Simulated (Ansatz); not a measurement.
## A geometry optimisation of C5H9NOS with r2SCAN-D4/def2-SVP

The starting geometry of this gas-phase singlet was optimised with GFN2-xTB; its bonds are those of `CNC(=S)CC(C)=O`.

| atom | x (Å) | y (Å) | z (Å) |
| --- | --- | --- | --- |
| C | 0.3027 | 1.1300 | -3.0790 |
| C | 0.1200 | 0.4500 | -0.7325 |
| C | 0.6027 | 0.7519 | 0.6707 |
| C | 0.3207 | 2.2091 | 0.9837 |
| C | -0.6854 | 2.4442 | 2.0678 |
| N | 0.6725 | 1.1952 | -1.6908 |
| O | 0.8505 | 3.0963 | 0.3555 |
| S | -0.9892 | -0.7325 | -0.9877 |
| H | -0.2394 | 0.2007 | -3.2497 |
| H | -0.3384 | 1.9712 | -3.3540 |
| H | 1.1999 | 1.1498 | -3.6981 |
| H | 1.2071 | 2.0054 | -1.3916 |
| H | 0.1123 | 0.0818 | 1.3733 |
| H | 1.6838 | 0.5908 | 0.7032 |
| H | -0.3240 | 2.0182 | 3.0025 |
| H | -0.8679 | 3.5084 | 2.1959 |
| H | -1.6139 | 1.9374 | 1.8075 |

Problem. Where would you expect an optimisation with r2SCAN-D4/def2-SVP to take it?

Solution. It keeps its bonds, and is `CNC(=S)CC(C)=O`.

The energy falls by 0.10 eV over 29 steps:

```
step  E − E(last) (eV)
   1             0.101
   4             0.039
   7             0.033
  10             0.025
  13             0.017
  17             0.006
  20             0.002
  23             0.001
  26             0.000
  29             0.000
```

Final geometry (Å):

```yaml
atoms:
  - { symbol: C, position_ang: [0.4569, 1.0535, -3.1797] }
  - { symbol: C, position_ang: [0.0091, 0.3895, -0.8672] }
  - { symbol: C, position_ang: [0.2119, 0.7649, 0.5950] }
  - { symbol: C, position_ang: [0.1885, 2.2407, 0.9632] }
  - { symbol: C, position_ang: [-0.4157, 2.5763, 2.2993] }
  - { symbol: N, position_ang: [0.5510, 1.2386, -1.7510] }
  - { symbol: O, position_ang: [0.6455, 3.1042, 0.2324] }
  - { symbol: S, position_ang: [-0.7833, -1.0103, -1.2762] }
  - { symbol: H, position_ang: [0.9198, 0.0983, -3.4749] }
  - { symbol: H, position_ang: [-0.5966, 1.0117, -3.5046] }
  - { symbol: H, position_ang: [0.9693, 1.8859, -3.6801] }
  - { symbol: H, position_ang: [0.8973, 2.1243, -1.3675] }
  - { symbol: H, position_ang: [-0.5059, 0.1931, 1.1985] }
  - { symbol: H, position_ang: [1.2146, 0.4022, 0.8977] }
  - { symbol: H, position_ang: [-0.0075, 1.9232, 3.0875] }
  - { symbol: H, position_ang: [-0.2400, 3.6318, 2.5429] }
  - { symbol: H, position_ang: [-1.5008, 2.3800, 2.2616] }
```

No frequencies were run, so the end isn't proven a minimum. Run with Ansatz 0.2.0, 100 s on 4 threads of Arm Neoverse V2, with other jobs on the host.
